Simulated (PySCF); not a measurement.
Si(Me)(Cl)3 cation (CH₃Cl₃Si), SMILES C[Si](Cl)(Cl)Cl (connectivity only; charge and spin as stated), charge +1, multiplicity 2. The structure is a stationary point at PBE-D3(BJ)/def2-SVP. The multiplicity is an assumed one; no other spin state was optimised. The isomer is the one that the SMILES or the coordinates give; other isomers of the formula were not compared.

Level of theory: PBE-D3(BJ)/def2-SVP (PySCF).

Harmonic wavenumbers (cm⁻¹): 129, 129, 172, 172, 181, 211, 413, 416, 561, 561, 622, 622, 1083, 1319, 1319, 2974, 3146, 3146. Rotational constants (GHz): 1.708, 1.708, 1.204; symmetry number 3.

**Question.** Work out the zero-point energy and the ideal-gas rigid-rotor harmonic-oscillator thermochemistry at 298.15 K and 1 atm.

**Answer.** ZPE = ½ Σ hcν = ½ × 17178 cm⁻¹ = 24.56 kcal/mol. H − E(el) = 30.07 kcal/mol. Entropy in cal/(mol K): translation 40.92, rotation 26.72, vibration 18.90, spin 1.38, total 87.92. G − E(el) = 3.86 kcal/mol. Cp = 26.89 cal/(mol K). Modes under 150 cm⁻¹ make the vibrational entropy uncertain.
